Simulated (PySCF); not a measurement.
Deuteron quadrupole couplings in `C#C[SiH2][Si@@H](Cl)N([SiH3])[SiH3]`

Species: C2H10ClNSi4.
Structure used (GFN2-xTB), in Å, numbered top down from 1:
```
atom  x, y, z in Å
C1     2.9808    0.9395   -0.8878
C2     2.5581    0.2974    0.0376
Si3    1.8012   -0.6437    1.4419
Si4   -0.4857   -0.3057    1.4972
Cl5   -0.9783    1.3446    2.5632
N6    -1.1133   -0.0661   -0.1112
Si7   -1.2564   -1.4232   -1.1954
Si8   -1.5176    1.5342   -0.6909
H9     3.3698    1.4962   -1.6920
H10    2.1468   -2.0582    1.2227
H11    2.5026   -0.1951    2.6550
H12   -1.2907   -1.3731    2.1056
H13   -2.6475   -1.5334   -1.6340
H14   -0.8572   -2.6058   -0.4316
H15   -0.3538   -1.2216   -2.3280
H16   -0.3971    2.4251   -0.3944
H17   -1.7223    1.4134   -2.1311
H18   -2.7481    1.9818   -0.0386
```

Level: PBE0/pcSseg-1 (PySCF, non-relativistic); Q(2H) = 0.00286 b; rigid geometry, the same for H and D, with no vibrational averaging.

Question: Rank these positions by the coupling χzz of a deuteron there, largest first.
A. H18 (Si–H hydrogen)
B. H12 (Si–H hydrogen)
C. H9 (alkyne hydrogen)

Answer: C (260 kHz), A (108 kHz), B (104 kHz).

Give the electric field gradient Vzz (the principal value of largest size), its asymmetry and the 2H coupling at each hydrogen.

| atom | bonded to | bond length (Å) | Vzz (au) | η | χzz (kHz) |
| --- | --- | --- | --- | --- | --- |
| H9 | C1 | 1.053 | 0.3862 | 0.00 | 260 |
| H10 | Si3 | 1.473 | 0.1563 | 0.01 | 105 |
| H11 | Si3 | 1.471 | 0.1569 | 0.02 | 105 |
| H12 | Si4 | 1.469 | 0.1549 | 0.03 | 104 |
| H13 | Si7 | 1.463 | 0.1610 | 0.03 | 108 |
| H14 | Si7 | 1.463 | 0.1596 | 0.07 | 107 |
| H15 | Si7 | 1.462 | 0.1613 | 0.03 | 108 |
| H16 | Si8 | 1.462 | 0.1611 | 0.05 | 108 |
| H17 | Si8 | 1.460 | 0.1620 | 0.07 | 109 |
| H18 | Si8 | 1.463 | 0.1613 | 0.03 | 108 |

Average by the element that carries the hydrogen.

on C: 260 kHz over 1 position, mean bond length 1.053 Å; on Si: 107 kHz over 9 positions, mean bond length 1.465 Å.

How does χzz go with the bond length over the 9 Si–H bonds?

A straight-line fit has a slope of -3.5 kHz for each 0.01 Å, with a correlation coefficient of -0.92, over lengths from 1.460 to 1.473 Å. The longer bonds have the smaller couplings here.

Geometry: GFN2-xTB, one conformer, isolated molecule. GFN2-xTB bond lengths can be off by several hundredths of an ångström, more for odd bonds, and the gradients follow them. A larger basis could move these couplings by a tenth or more.

The run behind these numbers computed NMR shieldings as well. Time: 56 s wall; peak memory 1.0 GiB. Hardware: one thread of an Arm Neoverse V2 (shared host).
